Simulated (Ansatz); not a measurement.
Ideal-gas functions of C₃FN₃Sn (`N#[C][Sn]([F])([C]#N)[C]#N`) at 600 K and 1 bar, from an Ansatz frequency run at PBE0-D4/def2-TZVP.

Molar mass 215.76 g/mol, point group C3v (symmetry number 3), electronic degeneracy 1, moments of inertia 386.699, 386.781, 536.365 u Å². Harmonic wavenumbers (cm⁻¹, unscaled): 70, 70, 79, 124, 124, 220, 266, 266, 310, 310, 311, 434, 466, 466, 671, 2336, 2336, 2339.

Use S(trans) = R[1.5 ln M + 2.5 ln T − 1.1517]; rotational temperatures θ = 24.2544 K / I; S(rot) = R[ln(√π/σ · √(T³/θAθBθC)) + 1.5]; for each mode x = 1.438777 ν̃/T, S = R[x/(eˣ − 1) − ln(1 − e⁻ˣ)] and H = RT x/(eˣ − 1); 1 cm⁻¹ = 0.0119627 kJ/mol; R = 8.31446 J/(mol·K).

**Question.** By hand: the entropy, in J/(mol·K).

**Answer.** Translation 190.4. Rotation: θ = 0.0627, 0.0627, 0.0452 K, giving 123.8. Vibration, mode by mode: 23.16, 23.16, 22.16, 18.43, 18.43, 13.73, 12.19, 12.19, 10.97, 10.97, 10.94, 8.35, 7.81, 7.81, 5.20, 0.20, 0.20, 0.20, in all 206.1. Electronic 0.0. Sum 520.3 J/(mol·K).

**Question.** By hand: H − E and G − E in kJ/mol, counted from the electronic energy.

**Answer.** Zero-point energy ½ × 11198 × 0.0119627 = 67.0; thermal vibration 53.8; translation, rotation and pV give 4 RT = 20.0. H − E = 140.8 kJ/mol, and G − E = 140.8 − 600 × 520.3/1000 = -171.4 kJ/mol.

Vibration gives 40 % of the entropy, 105.3 J/(mol·K) of it from the modes under 150 cm⁻¹: soft modes count most, and the harmonic formula is weakest for them.
